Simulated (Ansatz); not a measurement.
Correlation energies of `O[SiH2]S[SiH](F)F` by basis set

Z-matrix (Å, degrees):
```
Si
S 1 2.148
O 1 1.637 2 112.8
H 1 1.478 2 110.5 3 -117.5
H 1 1.481 2 103.4 3 121.9
Si 2 2.105 1 97.3 3 78.9
H 3 0.959 1 118.3 2 54.7
F 6 1.584 2 110.8 1 91.1
F 6 1.583 2 107.8 1 -152.7
H 6 1.472 2 113.8 1 -30.9
```

Charge 0, multiplicity 1. The geometry is a stationary point of PBE0-D4/def2-TZVP. It is one conformer, not always the lowest. Frozen core, restricted reference, Ansatz. CBS rows extrapolate triple and quadruple zeta; past MP2 they add the triple-zeta difference.

```tsv
basis	HF (Eh)	MP2 corr.	CCSD corr.	(T)	CCSD(T) total
def2-TZVPP	-1251.88480	-1.14995	-1.18692	-0.04141	-1253.11313
def2-QZVPP	-1251.92829	-1.25461	–	–	–
CBS(def2)	-1251.93428	-1.33214	-1.36911	as TZ	-1253.34480
```
